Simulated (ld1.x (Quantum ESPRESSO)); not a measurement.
# Configuration tests for sulfur (S) (TM semilocal)

sulfur, norm-conserving Troullier–Martins (semilocal form), made with ld1.x (Quantum ESPRESSO) 7.5 (PBE, non-relativistic). Core [Ne], reference 3s2 3p1 (charge +3). Waves: 3p (bound): rc 1.50 bohr; 3d channel at 0.45 Ry: rc 1.30 bohr; 3s (bound): rc 1.30 bohr. Local part: the s channel. Core correction: a·sin(br)/r model core inside 0.90 bohr.

Energies are relative to the spin-unpolarised reference configuration 3s2 3p1; without spin polarisation the order of configurations can differ from experiment.

(1) Give the all-electron excitation energy and the error of the potential for: 3s2 3p4; 3s2 3p3; 3s2 3p2; 3s2 3p3.5; 3s0 3p6; 3s1 3p5; 3s2 3p0.

Levels in the configuration 3s2 3p2:

```tsv
level	all-electron (eV)	pseudo (eV)
3s	-39.256	-39.292
3p	-27.988	-28.023
```

## Answers

(1)

```tsv
valence configuration	charge	ΔE all-electron (eV)	error AE − PS (meV)
3s2 3p4	0	-68.128	+92
3s2 3p3	+1	-56.346	+59
3s2 3p2	+2	-34.050	+20
3s2 3p3.5	+0.5	-63.462	+77
3s0 3p6	0	-47.649	+76
3s1 3p5	0	-57.945	+84
3s2 3p0	+4	46.800	+34
```
